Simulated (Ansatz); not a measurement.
Basis sets compared for P2H6Au13⁺ (relaxed from a model of Au13(PH3)2, whose bonding it doesn't keep). The state is a singlet with charge 1. Geometry r2SCAN-D4/def2-SVP. Ansatz on 2 threads of AMD EPYC 7R13 on a shared host and a share (18 GiB) of an NVIDIA H100 80GB HBM3; times are rough, and most runs start from earlier orbitals.

Cartesian coordinates in Å:
```
Au -2.401 -0.531 -1.872
Au -1.069 3.064 1.294
Au 1.415 2.271 -0.077
Au -2.561 -3.187 -1.945
Au 1.827 -2.901 -0.740
Au -1.164 -2.148 0.104
Au -0.666 0.393 1.290
Au -0.016 -2.044 -2.558
Au -0.713 1.731 -1.575
Au 1.193 -0.283 -0.918
Au 0.840 -1.783 1.808
Au -3.207 1.912 -2.555
Au -2.944 1.383 0.247
P -0.891 5.303 1.850
P 2.977 -4.838 -0.211
H 0.106 6.104 1.238
H -2.032 6.111 1.622
H -0.644 5.597 3.213
H 2.472 -5.686 0.806
H 3.164 -5.781 -1.252
H 4.314 -4.688 0.232
```

In the def2 sets Au takes a core potential; there is no spin–orbit coupling. Single mean-field runs in def2-SVP, def2-TZVP are fitted with def2-universal-jkfit.

```
           level  functions  energy (Eh)  HOMO (eV)  LUMO (eV)  wall time
 PBE-D4/def2-SVP        482   -2451.2137      -7.79      -6.76       13 s
PBE0-D4/def2-SVP        482   -2450.6340      -8.21      -6.09       14 s
```

Estimate the rows for PBE-D4/def2-TZVP (with forces), PBE0-D4/def2-TZVP (with forces).


| level | functions | energy (Eh) | HOMO (eV) | LUMO (eV) | wall time |
| --- | --- | --- | --- | --- | --- |
| PBE-D4/def2-TZVP (with forces) | 630 | -2451.5750 | -7.84 | -6.84 | 19 s |
| PBE0-D4/def2-TZVP (with forces) | 630 | -2450.9875 | -8.24 | -6.15 | 25 s |
